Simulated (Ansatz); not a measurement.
`C#C[SiH]1CS1` and `F[SiH]1CS1` differ in one atom or group.

Ansatz, PBE0-D4/def2-TZVP geometries, multiplicity 1. 

```csv
property,`C#C[SiH]1CS1`
HOMO–LUMO gap (ωB97M-V/def2-TZVPP) / eV,10.12
size of the dipole moment (PBE/def2-TZVPP) / D,1.82
size of the dipole moment (B3LYP/def2-TZVPP) / D,1.98
HOMO energy (PBE0/def2-TZVPP) / eV,-7.03
LUMO energy (PBE/def2-TZVPP) / eV,-1.86
LUMO energy (B3LYP/def2-TZVPP) / eV,-1.18
```

What does the change do to each property? (Estimate.)

Computed: 
| property | `F[SiH]1CS1` | shift |
| --- | --- | --- |
| HOMO–LUMO gap (ωB97M-V/def2-TZVPP) / eV | 11.34 | 1.22 |
| size of the dipole moment (PBE/def2-TZVPP) / D | 1.55 | -0.27 |
| size of the dipole moment (B3LYP/def2-TZVPP) / D | 1.64 | -0.34 |
| HOMO energy (PBE0/def2-TZVPP) / eV | -7.37 | -0.34 |
| LUMO energy (PBE/def2-TZVPP) / eV | -1.06 | 0.80 |
| LUMO energy (B3LYP/def2-TZVPP) / eV | -0.32 | 0.86 |

With PBE0 the HOMO falls by 0.34 eV and the LUMO rises by 0.93 eV, so the gap widens by about 1.27 eV. PBE moves the HOMO by -0.31 eV and ωB97M-V by -0.34 eV. The zero-point energy changes by -43.1 kJ/mol with -6 modes. Dipoles are sizes alone; their direction can turn.

B3LYP here is the variant with VWN-RPA as its local correlation; programs differ in this.
